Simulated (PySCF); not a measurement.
Calculated properties of `O=C1COC[C@@H]1F`

Species: C4H5FO2.
Atom-mapped SMILES: `[O:1]=[C:2]1[CH2:3][O:4][CH2:5][C@@H:6]1[F:7]` (hydrogens: H8, H9 on C3; H10, H11 on C5; H12 on C6)

Structural features include: ketone, ether and C–F bond.

From GFN2-xTB geometry:

- Point group of the GFN2-xTB geometry: C1
- Rotational constants A, B, C of the GFN2-xTB geometry: 3.616, 3.081, 1.781 GHz

PBE0/def2-SVPD ground state and vertical TDDFT (core frozen in the response) (PySCF):

* Dipole moment: 2.33 D
* HOMO energy: -7.66 eV
* LUMO energy: -1.59 eV
* HOMO–LUMO gap: 6.07 eV
* Lowest singlet excitation: 3.95 eV (314 nm, f = 0.000)
* Strongest line among the 8 lowest singlet transitions: S5 at 7.42 eV (167 nm, f = 0.026)
* Lowest triplet excitation (Tamm–Dancoff): 3.38 eV
* Static isotropic polarisability: 52.2 au
* Electronic spatial extent ⟨r²⟩ about the centre of nuclear charge: 654 bohr²

From PBE0/pcSseg-1 ground state and GIAO shieldings, non-relativistic (PySCF):

* Lowest Hirshfeld atomic charge: -0.22 e on O1
* Highest Hirshfeld atomic charge: +0.16 e on C2
* 13C chemical shifts (computed TMS as zero) by class: 217.2 (C2), 91.4 (C6), 74.1 (C3), 73.9 (C5) ppm
* 1H chemical shifts (computed TMS as zero) by class: 5.10 (H12), 4.82 (H10), 4.19 (H8), 4.15 (H9), 4.12 (H11) ppm
* Isotropic shieldings of nuclei other than C and H, by class: -333 (O1), 324 (O4), 403 (F7) ppm
* Mayer bond orders between heavy atoms: O1–C2 2.07, C2–C3 0.95, C3–O4 0.93, O4–C5 0.92, C5–C6 1.01, C6–F7 0.90, C6–C2 0.91

Monoisotopic mass from the formula: 104.0274 u.

S1 lies 2.12 eV below the HOMO–LUMO gap; its leading configuration is HOMO→LUMO, weight 0.94. The principal polarisabilities are 43.5, 54.0 and 59.0 au; their mean is the isotropic value. The dipole equals about 7.8 × 10⁻³⁰ C·m (1 D = 3.33564 × 10⁻³⁰ C·m). No computed singlet falls in the visible range (750 to 380 nm, 1.65 to 3.26 eV); S1 lies 0.69 eV above its blue end. The polarisability is 7.73 Å³ as a volume (1 au = 0.148185 Å³), or 0.97 au for each of the 54 electrons. The largest Löwdin shares of the LUMO are 0.36 on C2, 0.30 on O1, 0.09 on C6 and 0.08 on C3. A dipole of 2.33 D is allowed in C1, and pure rotational transitions are dipole-allowed.

The structure is a single GFN2-xTB conformer in the gas phase; no vibrational or solvent corrections.
